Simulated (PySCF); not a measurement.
UHF on Li (lithium, neutral)

Configuration: [He] 3d1, 2D determinant (an excited configuration). Computed with PySCF 2.14 in aug-cc-pVTZ-DK, with the spin-free X2C one-electron Hamiltonian (Gaussian nucleus).

```
Total energy                                                  : -7.273043 hartree
One-electron energy                                           : -9.2441 hartree
Hartree (Coulomb) energy                                      : 3.6947 hartree
Exchange energy                                               : -1.7236 hartree
⟨S²⟩                                                          : 0.7500
⟨L²⟩                                                          : 6.000
Sum of ⟨r⟩                                                    : 7.986 bohr
Sum of ⟨r²⟩                                                   : 51.08 bohr²
Traceless quadrupole moment −½Σ⟨3z² − r²⟩ along its main axis : 14.3 e·bohr²
Langevin diamagnetic susceptibility                           : -40.5 ×10⁻⁶ cm³/mol
```

```json
{"shell": "1s β", "electrons": "1", "mean orbital energy (eV)": "-71.647", "rms radius, mean of both spins (bohr)": "0.667"}
{"shell": "1s α", "electrons": "1", "mean orbital energy (eV)": "-71.647", "rms radius, mean of both spins (bohr)": "0.667"}
{"shell": "3d α", "electrons": "1", "mean orbital energy (eV)": "-0.980", "rms radius, mean of both spins (bohr)": "7.08"}
```

The outer electron is Rydberg-like, and this basis confines it to a smaller radius and binds it less than a complete one would.

Spin-orbit constants ζ (cm⁻¹) from the X2C one-electron operator on these orbitals: bare nucleus, nucleus screened by l(l+1)(2l+1)/3 electrons, and screened by the Breit-Pauli mean field of the electrons.

| shell | bare | screened nucleus | mean field |
| --- | --- | --- | --- |
| 3d | 0.1063 | 0.03545 | 0.02955 |

To first order the Landé constant is A = 0.02955 cm⁻¹, so the lowest level has J = 3/2 and lies 5.50e-06 eV below the centre of the term.
